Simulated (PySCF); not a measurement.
Al(H)(Et)(vinyl) (C4H9Al), SMILES C=[CH][AlH][CH2]C.

Coordinates come from a B3LYP-D3(BJ)/def2-SVP optimisation. The structure was generated by enumeration; whether it is a known compound was not checked. One conformer was computed; it need not be the lowest.

All values below come from TDA-B3LYP/def2-SVPD (PySCF).

Vertical excitations. The molecule is in vacuum.

Computed excitation energies, oscillator strengths and character:
```
state  energy (eV)  λ (nm)      f                                                                   main pairs
-----  -----------  ------  -----  ---------------------------------------------------------------------------
S1            4.47     277  0.000                                                               HOMO→LUMO 98 %
S2            4.95     250  0.001                                           HOMO−2→LUMO 82 %, HOMO−1→LUMO 16 %
S3            5.78     215  0.159                                           HOMO−1→LUMO 73 %, HOMO−2→LUMO 15 %
S4            6.36     195  0.004                                           HOMO→LUMO+1 58 %, HOMO→LUMO+2 37 %
S5            6.44     192  0.029                                           HOMO→LUMO+2 54 %, HOMO→LUMO+1 39 %
S6            6.82     182  0.003  HOMO−2→LUMO+2 48 %, HOMO−3→LUMO 23 %, HOMO−1→LUMO+2 11 %, HOMO−2→LUMO+1 7 %
S7            6.86     181  0.001                                         HOMO−3→LUMO 75 %, HOMO−2→LUMO+2 16 %
S8            6.93     179  0.049                                                           HOMO−1→LUMO+1 83 %
S9            7.07     175  0.008                                                           HOMO−2→LUMO+1 77 %
S10           7.16     173  0.022                                                             HOMO−4→LUMO 90 %
T1            3.92     316      0                       HOMO−1→LUMO 71 %, HOMO−1→LUMO+2 12 %, HOMO−2→LUMO 11 %
T2            4.21     295      0                                                               HOMO→LUMO 91 %
T3            4.55     273      0                                           HOMO−2→LUMO 77 %, HOMO−1→LUMO 12 %
T4            6.03     206      0     HOMO→LUMO+2 38 %, HOMO−2→LUMO+2 19 %, HOMO→LUMO+1 14 %, HOMO−4→LUMO 10 %
```
Triplets are in the Tamm–Dancoff approximation.
